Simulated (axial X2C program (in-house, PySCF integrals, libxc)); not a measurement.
# AlTa: properties at the nuclei

Calculated with an axial X2C code built on PySCF integrals: two-component X2C with atomic mean-field Coulomb and Gaunt terms, Gaussian nuclei, basis Ta dyall-cv3z, Al dyall-v3z with contracted cores.

R = 2.621 Å (near the PBE0 minimum at charge 0 of the determinant lowest at the starting distance; the state shown can have its own minimum elsewhere).

Determinant lowest in the PBE0 search, Ω = 4 (⟨Sz⟩ = 1.97, ⟨Lz⟩ = 2.03 at PBE0), spin on the atoms Ta 1.67, Al 0.30:

| level | Eeff magnitude (GV/cm) | Ws magnitude Ta (kHz) | A∥/gI Ta (MHz) | qzz Ta (a.u.) | A∥/gI Al (MHz) | qzz Al (a.u.) | μ (D) |
| --- | --- | --- | --- | --- | --- | --- | --- |
| PBE0 | 7.35 | 2.57 | 274 | -3.16 | -11.5 | -0.69 | -0.64 |
| HF | 86.9 | 22.4 | 255 | -4.23 | -26.7 | -0.78 | 0.68 |
| LDA | 2.72 | 0.0173 | 348 | -3.44 | -4.21 | -0.63 | -0.29 |
| PBE50 | 24.4 | 6.86 | 186 | -3.08 | -14.4 | -0.73 | -0.53 |
| BHandHLYP | 16.3 | 4.88 | 176 | -2.98 | -10.5 | -0.75 | -0.45 |

Eeff is the effective electric field on the electron electric dipole moment in this Ω state and Ws the scalar–pseudoscalar constant of the nucleus named (defined with the proton number Z and per Ω); A∥ (defined per Ω) follows by multiplying with gI = μI/(I μN); qzz is the electric field gradient, eQq0 = 234.96 MHz × Q/barn × qzz; μ is positive if the Al end (last atom) is positive. The operators were transformed with the bare-nucleus X2C matrices; with these basis sets, hyperfine constants and field gradients can be off by tens of per cent, and where levels differ in sign neither size nor sign is settled.

(1) With gI(181Ta) = 0.6773, Q(181Ta) = 3.17 barn, Q(27Al) = 0.1466 barn (g factors from the IAEA table of nuclear moments by Stone; Q from Pyykkö, Mol. Phys. 2018), turn the PBE0 values of the first state into constants in MHz.

Each state is one determinant with collinear spin, which with several unpaired electrons need not be a pure state. Unrestricted Hartree–Fock can overshoot spin polarisation at the nuclei. In the state Ω = 4 the sign of Eeff differs between levels (LDA against PBE0). With several open shells hyperfine constants can be off by a factor of several. Where Eeff spreads by more than a factor of two the levels disagree and none is to be relied on. Open-shell Ω = 0 determinants with evenly filled partner blocks cannot be reached by this program, so the Ω shown need not be the lowest component. At PBE50 a later determinant lies lower. States lie within half an eV, so the first need not be the ground state. The sign of Ws at Ta differs between levels in the first state. Further determinants of the search, some of them spin-mixed, are not shown. Where a field gradient or hyperfine factor spreads by more than a factor of two over the levels, a constant derived from it is not to be relied on.

## Answers

(1) A∥(181Ta) = 274 × 0.6773 = 186 MHz; eQq0(181Ta) = 234.96 × (3.17) × (-3.16) = -2350 MHz; eQq0(27Al) = 234.96 × (0.1466) × (-0.69) = -23.8 MHz.
